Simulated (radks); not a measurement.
Results of a calculation; reference values are marked as such.
How relativity changes the ionisation of the molybdenum ion Mo+ ([Kr] 4d5) to Mo2+ ([Kr] 4d4). Spin-unpolarised spherical Kohn-Sham, BLYP, point nucleus unless stated (finite: rms radius 4.4091 fm), a radial shooting solver on a logarithmic mesh with Libxc functionals. A level marked "c x" has the speed of light scaled by that factor and shares open shells by 2j + 1; other Dirac levels either fill j = l - 1/2 first or share by 2j + 1.

| level | E(Mo+) (hartree) | E(Mo2+) (hartree) | IE (eV) | HOMO | <r> HOMO (bohr) |
|---|---|---|---|---|---|
| non-rel. | -3977.23266 | -3976.65864 | 15.620 | 4d | 1.882 |
| scalar-rel. | -4048.89731 | -4048.33129 | 15.402 | 4d | 1.905 |
| scalar-rel., finite nucleus | -4048.84024 | -4048.27422 | 15.402 | 4d | 1.905 |
| Dirac, 2j+1 shares | -4049.48077 | -4048.91478 | 15.401 | 4d5/2 | 1.915 |
| Dirac, low j first | -4049.49649 | -4048.93674 | 15.232 | 4d5/2 | 1.920 |
| Dirac, 2j+1 shares, finite nucleus | -4049.42359 | -4048.85761 | 15.401 | 4d5/2 | 1.915 |
| Dirac, c x 0.75 | -4110.73862 | -4110.17859 | 15.239 | 4d5/2 | 1.942 |
| Dirac, c x 5 | -3979.99653 | -3979.42284 | 15.611 | 4d5/2 | 1.883 |
| Dirac, c x 100 | -3977.23956 | -3976.66554 | 15.620 | 4d5/2 | 1.882 |

NIST Atomic Spectra Database: 16.2 eV (semi-empirical). The relativistic part of the total energy of Mo+ is -72.19 hartree (Dirac, 2j+1 shares, finite nucleus), 1.8 % of the non-relativistic value. Spin polarisation and multiplet splitting of open shells are left out at every level.

Beside tabulated values, note that relativity, absent from the non-relativistic runs, is large for the heavy elements, and spin-unpolarised runs miss the spin-polarisation part of the exchange energy of open shells.
